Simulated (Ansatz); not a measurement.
CH3AlF2S (`FC[S][AlH][F]`) at its PBE0-D4/def2-TZVP geometry, where that method's forces vanish. The species carries charge 0 and has multiplicity 1.

```
atom   x (Å)   y (Å)   z (Å)
  F1  -0.398  -0.764  -0.639
  C2   0.562   0.266  -1.097
  S3   0.702   1.441   0.234
 Al4  -0.576  -0.129   1.210
  F5   0.219  -1.310   2.048
  H6   0.109   0.665  -2.002
  H7   1.468  -0.301  -1.301
  H8  -2.085   0.132   1.548
```

Problem. For each bond, give half the difference of the two atoms' forces along it (eV/Å; positive pushes the atoms apart) under PBE-D4, r2SCAN-D4, B3LYP-D4, ωB97M-V in def2-TZVPP. (Best estimate.)

Solution. Ansatz gave: 
```tsv
bond	length (Å)	PBE-D4	r2SCAN-D4	B3LYP-D4	ωB97M-V
F1–C2	1.480	0.52	0.43	0.41	0.23
F1–Al4	1.963	0.15	-0.04	0.05	0.00
C2–S3	1.781	0.08	0.05	0.25	0.14
C2–H6	1.088	0.10	-0.07	-0.19	-0.15
C2–H7	1.088	0.09	-0.08	-0.18	-0.16
S3–Al4	2.248	0.11	0.05	0.17	0.07
Al4–F5	1.651	0.41	0.04	0.12	0.14
Al4–H8	1.568	-0.07	-0.04	-0.20	-0.22
```

B3LYP here is the variant with VWN-RPA as its local correlation; programs differ in this.
